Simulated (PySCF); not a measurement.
**A search over the determinants of AsF**

Unrestricted PBE0; basis As def2-TZVPP, F def2-TZVPP; no relativity; PySCF 2.14. Outer shells of the fragments: As 3d10 4s2 4p3; F 2s2 2p5.

Followed along the bond (rough minima from three points):

```
2Ms+1    unpaired  ⟨S²⟩ at the start  R at minimum (Å)  Te (eV)
    3        π ↑↑               2.00              1.75     0.00
    1        π ↑↓               1.01              1.74     0.33
    1        none               0.00              1.74     1.41
    5  σ ↑↑, π ↑↑               6.00  none in the scan   ≤ 6.11
```

Solutions found at the starting distance of 1.790 Å, counted from the lowest of them; the search is not exhaustive and high or unbound solutions are not listed, so other states can lie among these:

| 2Ms+1 | unpaired | term | E (eV) | ⟨S²⟩ | ⟨Lz²⟩ | μ (D) |
| --- | --- | --- | --- | --- | --- | --- |
| 3 | π ↑↑ | ³Σ⁻ | 0.00 | 2.00 | 0.00 | -1.94 |
| 1 | π ↑↓ | mixed | 0.33 | 1.01 | 2.02 | -1.91 |
| 1 | none | mixed | 1.42 | 0.00 | 2.01 | -1.79 |
| 3 | σ ↑, π ↑ | ³Π | 3.41 | 2.01 | 1.01 | -1.57 |
| 1 | σ ↓, π ↑ | mixed | 3.75 | 1.01 | 1.01 | -1.53 |
| 3 | σ ↑, π ↑ | ³Π | 6.25 | 2.01 | 1.01 | -0.51 |
| 1 | σ ↓, π ↑ | mixed | 6.78 | 1.02 | 1.01 | -0.01 |
| 5 | σ ↑↑, π ↑↑ | ⁵Σ⁻ | 6.80 | 6.00 | 0.00 | -0.37 |
| 3 | π ↑↑ | mixed | 7.36 | 2.01 | 2.01 | 2.45 |
| 5 | σ ↑, π ↑↑↑ | ⁵Π | 8.07 | 6.00 | 1.00 | 2.68 |
| 1 | σ ↓↓, π ↑↑ | mixed | 8.52 | 2.00 | 0.00 | 0.65 |
| 3 | σ ↑, π ↑↑↓ | mixed | 8.77 | 3.01 | 3.03 | 2.69 |

A term symbol is given only where ⟨S²⟩ and ⟨Lz²⟩ are close to those of a pure state; real π, δ and φ orbitals otherwise mix terms. A positive dipole means As(−)F(+).

Spin–orbit coupling is left out. Counting both spins, an empty level lies below a filled one in some of these solutions, because spin and occupation are held.
